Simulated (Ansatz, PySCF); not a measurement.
Gas-phase reaction in SMILES: NC1CCCC1 + 6 C (CH4) -> 5 CC (C2H6) + CN (CH5N) [methanamine]
Geometries: B3LYP-D3(BJ)/def2-TZVP minima from Ansatz (a first-principles code), one conformer each, not searched for the lowest.
Geometry of the first species:
```
C
H 1 1.1028
N 1 1.4606 2 112.56
H 3 1.0139 1 110.66 2 59.10
H 3 1.0139 4 106.82 1 120.53
C 1 1.5293 2 108.16 3 124.89
H 6 1.0919 1 113.02 2 -49.23
H 6 1.0932 7 107.62 1 118.88
C 1 1.5293 2 108.16 3 -124.89
H 9 1.0919 1 113.02 2 49.23
H 9 1.0932 10 107.62 1 -118.88
C 9 1.5393 10 112.92 11 -122.82
H 12 1.0900 9 111.57 10 89.86
H 12 1.0912 13 106.67 9 120.92
C 6 1.5393 7 112.92 8 122.82
H 15 1.0900 6 111.57 7 -89.86
H 15 1.0912 16 106.67 6 -120.92
```
Charge 0, spin multiplicity 1.

Wanted: bond separation energy (enthalpy at 298 K, with B3LYP-D3(BJ) rigid-rotor harmonic-oscillator terms from PySCF), in kcal/mol. Cores are frozen in the correlated levels unless marked. Spin-orbit coupling is left out. No relativistic terms. CBS(X,Y): correlation extrapolated as X^-3; Hartree-Fock from the larger set. [CCSD(T)-MP2]/basis is that difference in the basis named.

From measured enthalpies of formation at 298 K: 14.9 kcal/mol (NC1CCCC1 -13.1, CRC Handbook; C (CH4) -17.8, ATcT 1.112; CC (C2H6) -20.0, ATcT 1.112; CN (CH5N) -5.0, ATcT 1.112). It holds spin-orbit effects, and any other conformers, which the calculations lack, and core correlation, which the frozen-core levels lack. This is an older compilation, not checked against later work.

```tsv
level	program	bond separation energy (kcal/mol)	error against measurement
B3LYP-D3(BJ)/def2-TZVPD	Ansatz + dftd3	10.7	-4.2
PBE0/def2-SVP	Ansatz	8.8	-6.1
PBE0-D4/def2-TZVP	Ansatz + dftd4	11.5	-3.4
r2SCANh/def2-TZVPD	Ansatz	11.8	-3.1
r2SCAN0-D4/def2-TZVPD	Ansatz + dftd4	12.0	-2.9
wB97X-V/def2-TZVPD	Ansatz	11.8	-3.1
wB97X/def2-TZVPD	Ansatz	9.3	-5.6
MP2/6-31G	Ansatz	15.1	0.2
SCS-MP2/aug-cc-pVDZ	Ansatz	13.2	-1.7
SCS-MP2/cc-pVDZ	Ansatz	11.7	-3.2
CCSD/aug-cc-pVTZ	Ansatz	12.2	-2.7
CCSD(T)/6-31G*	Ansatz	13.3	-1.6
CCSD(T)/cc-pVTZ	Ansatz	13.3	-1.6
RI-MP2/CBS(cc-pVTZ,cc-pVQZ)+[CCSD(T)-MP2]/cc-pVDZ	Ansatz	13.8	-1.1
RI-MP2/CBS(cc-pVTZ,cc-pVQZ)+[CCSD(T)-MP2]/cc-pVTZ	Ansatz	13.7	-1.2
```
